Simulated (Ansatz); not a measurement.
```yaml
crystal:
  periodic: [false, false, false]
  atoms:
    - {symbol: F, position_ang: [1.161490, -0.929595, -1.529657]}
    - {symbol: B, position_ang: [0.726653, 0.167049, -0.899366]}
    - {symbol: Al, position_ang: [-0.562969, -0.071888, 0.828905]}
    - {symbol: F, position_ang: [-2.244920, 0.157787, 0.619659]}
    - {symbol: H, position_ang: [1.089816, 1.194780, -1.322955]}
    - {symbol: H, position_ang: [-0.165102, -0.574908, 2.263065]}
basis:
  gaussian: {orbitals: pcseg-2, final_grid: {core_spheres: 1, valence_spheres: 1, degree: 3}}
hamiltonian: {xc: {name: r2SCAN}}
output: {forces: true}
```

```sh
$ ansatz run in.yaml --threads 2 --pin off --events-out ev --progress --plain --max-ram 4352MiB
```

It prints (some lines left out):

```
Functional definition: r2SCAN
852 factors; their error is unknown
mean field evaluation 1: about -12737.3947 eV, gradient 4.9e1 eV
mean field evaluation 2: about -12724.2972 eV, gradient 1.1e2 eV
mean field evaluation 4: about -12741.2073 eV, gradient 4.7e0 eV
mean field evaluation 16: about -12924.7501 eV, gradient 3.6e1 eV
a density is far from that of the atoms, so the factors are made again for it
1305 factors; integrals over basis functions are off by at most 1.3e-3 eV
mean field evaluation 32: about -12928.2415 eV, gradient 3.5e1 eV
mean field -12937.72301521 eV, -475.4525513055 hartree, gradient 1.9e-5 eV, S^2 0.000000; 0 other end points of the search recorded, 0 dependent functions left out
reference -12937.72302347 eV, -475.4525516090 hartree; 19, 19 occupied and 133, 133 virtual orbitals, 1305 factors
Total energy: -12937.72302347 eV, -475.4525516090 hartree
Atom 0 at     1.161490    -0.929595    -1.529657 Å, force    66.686330   -95.946340    24.573680 eV/Å
Atom 1 at     0.726653     0.167049    -0.899366 Å, force   -81.947111   159.778613   -33.549456 eV/Å
Atom 2 at    -0.562969    -0.071888     0.828905 Å, force  -226.826330   -56.828736   -28.390687 eV/Å
Atom 3 at    -2.244920     0.157787     0.619659 Å, force   241.347183    11.881403    48.963165 eV/Å
Atom 4 at     1.089816     1.194780    -1.322955 Å, force     6.642711   -18.378611    -0.844906 eV/Å
Atom 5 at    -0.165102    -0.574908     2.263065 Å, force    -5.902783    -0.506330   -10.751795 eV/Å
Dipole moment:     0.290624     0.129463     0.638770 e Å
```

Task: Something in this input is off. What?

Result: The integration grid is far too coarse. The calculation finished and met its thresholds. The result belongs to that input, not to the molecule as meant.
